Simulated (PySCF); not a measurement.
## Working out the excitation energy of Ar²⁺

Ar²⁺ [Ne] 3s2 3p4 (3P) → Ar²⁺ [Ne] 3s1 3p5 (3P). Calculation: PySCF 2.14, in x2c-TZVPPall (5s5p3d1f, 42 functions); scalar relativity by spin-free X2C-1e. Frozen: 1s2. Energies in hartree (1 hartree = 27.21139 eV):

```tsv
part	Ar²⁺ (lower)	Ar²⁺ (upper)
UHF	-527.110109	-526.473604
CCSD correlation	-0.320330	-0.416998
(T)	-0.005351	-0.021314
```

What does Hartree-Fock give?

(-526.473604) − (-527.110109) = 0.636505 hartree = 17.320 eV.

What do CCSD and CCSD(T) give?

The CCSD correlation energies differ by -0.096668 hartree = -2.630 eV and the triples by -0.015963 hartree = -0.434 eV, so CCSD gives 14.690 eV and CCSD(T) 14.256 eV.

The coupled-cluster amplitudes are large, so a single reference is strained.
